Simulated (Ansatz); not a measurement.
`C[Si](C)(S)S` + `[OH][Mg][Br]` → `C[O][Mg][Br]` + `C[SiH](S)S`  (substitution at a C–Si bond)

Program: Ansatz. Geometries: PBE0-D4/def2-TZVP. ΔE: electronic, gas phase. CCSD(T)/CBS is the MP2 limit (def2-TZVPP, def2-QZVPP) plus CCSD(T) − MP2 in def2-TZVPP, frozen cores. Functionals use def2-TZVPP. B3LYP here is the variant with VWN-RPA as its local correlation; programs differ in this. HSE06 is defined as in plane-wave codes. For Br, Mg outer-core shells are correlated without core-valence functions, which leaves a few kJ/mol of doubt a bond. Scalar relativity is left out up to krypton. One conformer a species, not always the lowest.

`C[Si](C)(S)S`:

Z-matrix (Å, degrees):
```
C
Si 1 1.862
H 1 1.093 2 110.9
H 1 1.093 2 110.1 3 119.8
H 1 1.092 2 110.7 3 -120.7
C 2 1.864 1 111.6 3 -59.3
S 2 2.140 1 105.4 3 62.9
S 2 2.149 1 112.2 3 177.4
H 6 1.092 2 111.0 1 178.1
H 6 1.094 2 110.7 1 -61.7
H 6 1.093 2 110.1 1 57.9
H 7 1.344 2 94.6 1 178.6
H 8 1.345 2 94.5 1 82.1
```

`[OH][Mg][Br]`:

Cartesian coordinates in Å:
```
O -0.106 -1.164 0.370
Mg 0.007 0.510 -0.127
Br 0.112 2.750 -0.749
H -0.013 -2.096 0.506
```

`C[O][Mg][Br]`:

```xyz
7

C    -1.220   -0.236   -0.122
O     0.126    0.024    0.013
Mg    1.835    0.355    0.183
Br    4.107    0.795    0.410
H    -1.752   -0.123    0.833
H    -1.695    0.446   -0.841
H    -1.401   -1.260   -0.476
```

`C[SiH](S)S`:

```xyz
10

C    -0.771    1.156    0.469
Si    0.227   -0.066   -0.516
S    -0.948   -1.852   -0.569
S     2.182   -0.404    0.278
H    -1.742    1.329   -0.004
H    -0.941    0.790    1.483
H    -0.239    2.108    0.531
H     0.516    0.435   -1.883
H    -0.020   -2.571   -1.223
H     1.737   -0.924    1.435
```

| level | ΔE (kJ/mol) | difference from CCSD(T)/CBS |
| --- | --- | --- |
| LDA (SPW92) | 100.5 | -6.4 |
| PBE-D4 | 101.4 | -5.5 |
| revPBE-D4 | 103.3 | -3.6 |
| r2SCAN-D4 | 104.5 | -2.4 |
| PBE0-D4 | 103.5 | -3.4 |
| B3LYP-D4 | 99.1 | -7.8 |
| r2SCANh-D4 | 105.1 | -1.8 |
| r2SCAN0-D4 | 105.6 | -1.3 |
| HSE06-D4 | 103.1 | -3.8 |
| BHLYP-D4 | 99.3 | -7.6 |
| CAM-B3LYP-D4 | 98.4 | -8.5 |
| ωB97X-V | 99.9 | -7.0 |
| ωB97M-V | 106.0 | -0.9 |
| PBE-QIDH | 105.3 | -1.6 |
| PBE | 95.8 | -11.1 |
| revPBE | 92.8 | -14.1 |
| r2SCAN | 102.9 | -4.0 |
| PBE0 | 98.4 | -8.5 |
| B3LYP | 90.2 | -16.7 |
| r2SCANh | 103.3 | -3.6 |
| r2SCAN0 | 103.7 | -3.2 |
| HSE06 | 98.3 | -8.6 |
| CAM-B3LYP | 93.1 | -13.8 |
| LC-ωPBE | 102.4 | -4.5 |
| RPA@PBE/def2-TZVPP | 93.0 | -13.9 |
| HF/def2-SVP | 66.0 | -40.9 |
| MP2/def2-SVP | 89.3 | -17.6 |
| CCSD/def2-SVP | 77.5 | -29.4 |
| CCSD(T)/def2-SVP | 78.2 | -28.7 |
| HF/def2-TZVPP | 83.9 | -23.0 |
| MP2/def2-TZVPP | 112.7 | 5.8 |
| SCS-MP2/def2-TZVPP | 102.6 | -4.3 |
| CCSD/def2-TZVPP | 101.3 | -5.6 |
| CCSD(T)/def2-TZVPP | 103.4 | -3.5 |
| HF/def2-QZVPP | 83.0 | -23.9 |
| MP2/def2-QZVPP | 114.4 | 7.5 |
| SCS-MP2/def2-QZVPP | 104.5 | -2.4 |
| HF/CBS(def2) | 82.8 | -24.1 |
| MP2/CBS(def2) | 116.2 | 9.3 |
| CCSD/CBS(def2) | 104.7 | -2.2 |
| CCSD(T)/CBS | 106.9 | 0 |

Largest T1 diagnostic among the species: 0.011.

Leaving LDA and LC-ωPBE aside and taking each functional with its dispersion term where it has one, the values, not all of them listed here, spread over 8.4 kJ/mol, from BLYP-D4 to ωB97M-V. LDA lies +4.7 kJ/mol from PBE without D4. At CCSD(T), def2-SVP lies −28.7 kJ/mol from the extrapolated value and def2-TZVPP −3.5 kJ/mol.
